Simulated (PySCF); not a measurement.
H₃NOSn, SMILES [OH][Sn][NH2] (connectivity only; charge and spin as stated), neutral, multiplicity 1.

The structure is a stationary point at B3LYP-D3(BJ)/def2-TZVP. The def2 effective core potentials stand for the cores of Sn; spin–orbit coupling is left out. Other conformers were not sampled.

The numbers are results of PySCF with TDDFT-ωB97X/def2-SVPD, not measurements.

Vertical excitations. Gas-phase values at a fixed geometry. State labels are in the subgroup Cs.

Computed lowest excited states:
```json
[
 {"state": "S1", "symmetry": "A\"", "energy (eV)": "4.89", "λ (nm)": "254", "f": "0.110", "main pairs": "HOMO→LUMO 99 %"},
 {"state": "S2", "symmetry": "A'", "energy (eV)": "5.33", "λ (nm)": "233", "f": "0.042", "main pairs": "HOMO−1→LUMO 94 %"},
 {"state": "S3", "symmetry": "A\"", "energy (eV)": "6.24", "λ (nm)": "199", "f": "0.004", "main pairs": "HOMO−3→LUMO 95 %"},
 {"state": "S4", "symmetry": "A\"", "energy (eV)": "6.43", "λ (nm)": "193", "f": "0.034", "main pairs": "HOMO−1→LUMO+1 79 %"},
 {"state": "S5", "symmetry": "A'", "energy (eV)": "6.47", "λ (nm)": "192", "f": "0.034", "main pairs": "HOMO−2→LUMO 72 %, HOMO→LUMO+1 16 %"},
 {"state": "S6", "symmetry": "A\"", "energy (eV)": "6.71", "λ (nm)": "185", "f": "0.010", "main pairs": "HOMO−1→LUMO+2 64 %, HOMO−1→LUMO+1 13 %, HOMO−1→LUMO+3 11 %"},
 {"state": "S7", "symmetry": "A'", "energy (eV)": "6.77", "λ (nm)": "183", "f": "0.365", "main pairs": "HOMO→LUMO+1 77 %, HOMO−2→LUMO 16 %"},
 {"state": "S8", "symmetry": "A'", "energy (eV)": "7.49", "λ (nm)": "166", "f": "0.531", "main pairs": "HOMO→LUMO+3 49 %, HOMO→LUMO+2 38 %"},
 {"state": "S9", "symmetry": "A\"", "energy (eV)": "7.64", "λ (nm)": "162", "f": "0.075", "main pairs": "HOMO−2→LUMO+1 57 %, HOMO−2→LUMO+2 27 %"},
 {"state": "S10", "symmetry": "A'", "energy (eV)": "7.65", "λ (nm)": "162", "f": "0.115", "main pairs": "HOMO→LUMO+2 54 %, HOMO→LUMO+3 43 %"},
 {"state": "T1", "symmetry": "A\"", "energy (eV)": "3.69", "λ (nm)": "336", "f": "0", "main pairs": "HOMO→LUMO 98 %"},
 {"state": "T2", "symmetry": "A'", "energy (eV)": "4.31", "λ (nm)": "288", "f": "0", "main pairs": "HOMO−1→LUMO 96 %"},
 {"state": "T3", "symmetry": "A'", "energy (eV)": "5.60", "λ (nm)": "222", "f": "0", "main pairs": "HOMO→LUMO+1 90 %"},
 {"state": "T4", "symmetry": "A'", "energy (eV)": "5.77", "λ (nm)": "215", "f": "0", "main pairs": "HOMO−2→LUMO 94 %"}
]
```
Triplets are in the Tamm–Dancoff approximation, which puts them higher than full response would, so one can lie above its singlet here.
